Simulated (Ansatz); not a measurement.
Consider the formal exchange of groups at a B–C bond: `FCCBS` + `CCC[SiH2]O` → `O[SiH2]CBS` + `CCCCF`.

Program: Ansatz. Geometries: PBE0-D4/def2-TZVP. ΔE: electronic, gas phase. CCSD(T)/CBS is the MP2 limit (def2-TZVPP, def2-QZVPP) plus CCSD(T) − MP2 in def2-TZVPP, frozen cores. DFT in def2-TZVPP. B3LYP here is the variant with VWN-RPA as its local correlation; programs differ in this. Each species was taken in one conformer, which may not be the lowest.

`FCCBS`:

```xyz
11

F     1.812    0.189    1.027
C     1.405   -0.435   -0.144
C    -0.104   -0.500   -0.187
B    -0.785    0.910   -0.172
S    -2.287    1.309    0.683
H     1.800    0.148   -0.981
H     1.860   -1.430   -0.154
H    -0.474   -1.167    0.598
H    -0.385   -0.965   -1.144
H    -0.331    1.820   -0.803
H    -2.510    0.122    1.276
```

`CCC[SiH2]O`:

Z-matrix (Å, degrees):
```
C
C 1 1.520
H 1 1.094 2 111.0
H 1 1.094 2 112.0 3 -119.5
H 1 1.092 2 111.3 3 120.0
C 2 1.529 1 113.7 3 58.1
H 2 1.095 1 109.0 3 -64.2
H 2 1.096 1 109.6 3 -179.3
Si 6 1.872 2 115.7 1 64.2
H 6 1.096 2 109.8 1 -174.8
H 6 1.098 2 110.2 1 -58.4
O 9 1.653 6 111.8 2 52.2
H 9 1.484 6 109.6 2 169.0
H 9 1.492 6 110.8 2 -70.7
H 12 0.957 9 117.7 6 -78.2
```

`O[SiH2]CBS`:

```xyz
12

O     0.533    0.443    2.210
Si    1.134   -0.380    0.915
C     0.605    0.377   -0.724
B    -0.933    0.361   -0.860
S    -1.731   -0.935   -1.797
H    -0.417    0.457    2.334
H     0.708   -1.806    0.937
H     2.607   -0.293    1.054
H     1.130   -0.195   -1.498
H     0.997    1.400   -0.704
H    -1.625    1.161   -0.302
H    -3.007   -0.590   -1.567
```

`CCCCF`:

Cartesian coordinates in Å:
```
C -0.802 -1.775 -0.018
C -0.683 -0.273 -0.205
C 0.695 0.255 0.159
C 0.831 1.747 0.002
F -0.028 2.405 0.871
H -0.078 -2.311 -0.639
H -0.616 -2.058 1.022
H -1.798 -2.134 -0.286
H -1.433 0.238 0.405
H -0.904 -0.011 -1.247
H 0.940 -0.014 1.193
H 1.457 -0.217 -0.474
H 0.572 2.066 -1.013
H 1.846 2.083 0.231
```

| level | ΔE (eV) |
| --- | --- |
| PBE0-D4 | -0.32 |
| B3LYP-D4 | -0.30 |
| ωB97M-V | -0.31 |
| CCSD/def2-TZVPP | -0.31 |
| CCSD(T)/def2-TZVPP | -0.31 |
| MP2/def2-QZVPP | -0.34 |
| SCS-MP2/def2-QZVPP | -0.32 |
| MP2/CBS(def2) | -0.34 |

What does CCSD(T)/CBS give? (An estimate is asked.)

The calculation gave: -0.32 eV. The listed levels differ from it by 0.00, 0.02, 0.01, 0.01, 0.01, -0.02, 0.00, -0.02 eV.

Largest T1 diagnostic among the species: 0.013.
